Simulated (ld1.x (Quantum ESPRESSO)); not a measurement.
## Pr (Z = 59): excitation energies, all-electron against TM

- Element: praseodymium (Pr)
- Generator: ld1.x (Quantum ESPRESSO) 7.5
- Type: norm-conserving Troullier–Martins (Kleinman–Bylander form)
- Functional: PBE
- Relativity: scalar-relativistic
- Frozen core: [Kr] 4d10 5s2
- Valence charge: 11
- Reference configuration: 4f2.5 5p6 5d0.5 6s2 6p0
- Partial waves: 6s (bound): rc 3.70 bohr; 5p (bound): rc 2.35 bohr; 5d (bound): rc 3.25 bohr; 4f (bound): rc 1.75 bohr
- Local potential: all-electron potential smoothed inside 2.95 bohr (lloc = -2)
- Core correction: a·sin(br)/r model core, default radius (core density twice the valence density)

Energies are relative to the spin-unpolarised reference configuration 4f2.5 5p6 5d0.5 6s2 6p0; without spin polarisation the order of configurations can differ from experiment. The frozen-core shift is the all-electron ΔE with the core orbitals held at their reference shape minus the fully relaxed ΔE.

Q: Give the all-electron excitation energy and the error of the potential for: 4f3 5p6 5d0 6s2 6p0; 4f3 5p6 5d0 6s1 6p0; 4f3 5p6 5d0 6s0 6p0; 4f3 5p6 5d1 6s1 6p0; 4f1 5p6 5d0 6s0 6p0; 4f3 5p6 5d0 6s1.5 6p0; 4f2 5p6 5d0 6s0 6p0.

A:

```
valence configuration  charge  ΔE all-electron (eV)  error AE − PS (meV)  frozen-core shift (meV)
  4f3 5p6 5d0 6s2 6p0       0                -0.066                  -61                      +71
  4f3 5p6 5d0 6s1 6p0      +1                 5.655                 -116                      +79
  4f3 5p6 5d0 6s0 6p0      +2                16.280                 -199                      +84
  4f3 5p6 5d1 6s1 6p0       0                 1.496                 -124                      +70
  4f1 5p6 5d0 6s0 6p0      +4                76.870                 +296                    +1448
4f3 5p6 5d0 6s1.5 6p0    +0.5                 2.216                  -86                      n/a
  4f2 5p6 5d0 6s0 6p0      +3                37.859                 +113                      n/a
```

Levels in the configuration 4f3 5p6 5d0 6s0 6p0:

```
level  all-electron (eV)  pseudo (eV)
   4f            -13.839      -13.378
   5p            -34.142      -33.897
```

These tests converged, but a pseudo level misses the all-electron one widely, so the file describes the atom poorly there or has found another state: 4f2 5p6 5d0 6s0 6p0: empty 6s by 3.5 eV.
